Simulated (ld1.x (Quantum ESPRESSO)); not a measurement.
ytterbium (Yb): excitation energies, all-electron against TM semilocal

* Element: ytterbium (Yb)
* Generator: ld1.x (Quantum ESPRESSO) 7.5
* Type: norm-conserving Troullier–Martins (semilocal form)
* Functional: PBE
* Relativity: scalar-relativistic
* Frozen core: [Kr] 4d10
* Valence charge: 24
* Reference configuration: 4f14 5s2 5p6 5d0.5 6s1.5 6p0
* Partial waves: 5s (bound): rc 2.16 bohr; 5p (bound): rc 2.22 bohr; 5d (bound): rc 2.56 bohr; 4f (bound): rc 1.36 bohr
* Local potential: the f channel
* Core correction: a·sin(br)/r model core inside 1.00 bohr

Occupied shells without a wave of their own: 6s. They enter only through the test configuration that unscreens the potential, and ld1.x also counts them in the model core charge.

Energies are relative to the spin-unpolarised reference configuration 4f14 5s2 5p6 5d0.5 6s1.5 6p0; without spin polarisation the order of configurations can differ from experiment. Not all tests gave a result: 2 of 7 tests not solved or not reliable. Left out of the table: 4f14 5s2 5p6 5d0 6s0 6p1 (solver errors, printed error -12.4 eV); 4f14 5s2 5p6 5d1 6s1 6p0 (solver errors, printed error -4330 eV).

ld1.x takes every shell without a wave as core, so the model core holds the 6s electrons as well and exchange and correlation see them twice. This cancels in the reference configuration, but the file is broken for other ones, and its errors say nothing about a proper core correction.

```
   valence configuration  charge  ΔE all-electron (eV)  error AE − PS (meV)
4f14 5s2 5p6 5d0 6s2 6p0       0                -1.628                 +783
4f14 5s2 5p6 5d0 6s1 6p0      +1                 4.904                -1016
4f14 5s2 5p6 5d0 6s0 6p0      +2                17.149                -4263
4f13 5s2 5p6 5d0 6s0 6p0      +3                43.735                -6256
4f13 5s2 5p6 5d1 6s1 6p0      +1                10.666                 -822
```

These tests converged, but a pseudo level misses the all-electron one widely, so the file describes the atom poorly there or has found another state: 4f14 5s2 5p6 5d0 6s2 6p0: 6s by 1.2 eV; 4f14 5s2 5p6 5d0 6s1 6p0: 6s by 2.5 eV; 4f14 5s2 5p6 5d0 6s0 6p0: 4f by 2.0 eV; 4f13 5s2 5p6 5d0 6s0 6p0: empty 6p by 7.4 eV; 4f13 5s2 5p6 5d1 6s1 6p0: 6s by 3.2 eV.

The potential misses its own reference levels by up to 1.5 eV, so it is not fit for use.
